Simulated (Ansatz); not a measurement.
A structure relaxed at PBE0-D4/def2-TZVP, charge 0, multiplicity 1:

Cartesian coordinates in Å:
```
S 0.218 0.645 2.113
C 0.074 0.073 0.500
N 0.281 -1.067 -0.050
Si -0.269 0.135 -1.244
H 0.636 -0.524 2.643
H 0.709 0.690 -2.201
H -1.649 0.047 -1.761
```

(1) Give its formula and SMILES.

(2) Point group (tolerance 0.08 Å, 0.16 Å for H)?

(3) Summarise the bond lengths by kind.

Results:

(1) CH3NSSi, `SC1=N[SiH2]1`.

(2) Cs.

(3) 1 × C–S 1.717 Å; 1 × H–S 1.350 Å; 1 × C–N 1.282 Å; 1 × C–Si 1.779 Å; 1 × N–Si 1.782 Å; 2 × H–Si 1.476 Å.

Results of the Gaussian-basis code of Ansatz.
